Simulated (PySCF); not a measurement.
# Spin states of MgBr

Unrestricted PBE0; Mg cc-pVTZ, Br cc-pVTZ-PP with ECP10; scalar-relativistic core potentials (PySCF 2.14). Outer shells of the fragments: Mg 3s2; Br 3d10 4s2 4p5.

Followed along the bond (rough minima from three points):

```tsv
2Ms+1	unpaired	⟨S²⟩ at the start	R at minimum (Å)	Te (eV)
2	σ ↑	0.75	2.37	0.00
4	σ ↑, π ↑↑	3.75	none in the scan	≤ 5.27
```

Solutions found at the starting distance of 2.470 Å, counted from the lowest of them; the search is not exhaustive and high or unbound solutions are not listed, so other states can lie among these:

```csv
2Ms+1,unpaired,term,E (eV),⟨S²⟩,⟨Lz²⟩,μ (D)
2,σ ↑,²Σ⁺,0.00,0.75,0.00,-3.80
2,π ↑,²Π,3.06,0.76,1.00,-4.53
2,π ↑,²Π,3.79,0.75,1.01,3.77
4,"σ ↑, π ↑↑",mixed,5.43,3.75,2.01,3.18
4,"σ ↑, π ↑↑",mixed,5.57,3.75,2.01,3.34
4,"σ ↑↑, π ↑",⁴Π,6.38,3.75,1.00,2.74
4,"σ ↑↑, π ↑",⁴Π,6.61,3.75,1.01,2.20
4,σ ↑↑↑,⁴Σ⁺,7.59,3.75,0.00,2.68
```

A term symbol is given only where ⟨S²⟩ and ⟨Lz²⟩ are close to those of a pure state; real π, δ and φ orbitals otherwise mix terms. A positive dipole means Mg(−)Br(+).

Spin–orbit coupling is left out. Counting both spins, an empty level lies below a filled one in some of these solutions, because spin and occupation are held.
